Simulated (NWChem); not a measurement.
HSeOCl; SMILES O[Se]Cl

```xyz
4

Se     0.4126     0.4706     0.0041
Cl    -0.1920    -1.6345     0.0079
O     -1.1584     1.3032     0.0702
H     -1.4970     1.3622    -0.8347
```
Atoms are numbered in this order, from 1.

Computed with NWChem. Pople sets run with spherical d functions. Coordinates come from a PBE0/def2-SVP optimisation. Total energies compare along this basis series because the functional is fixed.

```json
[
 {"level": "PBE/STO-3G", "basis functions": "33", "energy (Ha)": "-2904.1120", "highest occupied level (eV)": "-3.04", "orbital gap (eV)": "3.23", "dipole (D)": "2.69", "relative time": "1"},
 {"level": "PBE/3-21G", "basis functions": "46", "energy (Ha)": "-2922.8950", "highest occupied level (eV)": "-5.40", "orbital gap (eV)": "2.54", "dipole (D)": "2.78", "relative time": "1"},
 {"level": "PBE/6-31G*", "basis functions": "66", "energy (Ha)": "-2936.6132", "highest occupied level (eV)": "-5.48", "orbital gap (eV)": "2.55", "dipole (D)": "2.09", "relative time": "6"},
 {"level": "PBE/6-311G**", "basis functions": "94", "energy (Ha)": "-2936.9388", "highest occupied level (eV)": "-5.60", "orbital gap (eV)": "2.52", "dipole (D)": "2.12", "relative time": "5"}
]
```

Times are rough ratios from one shared machine.
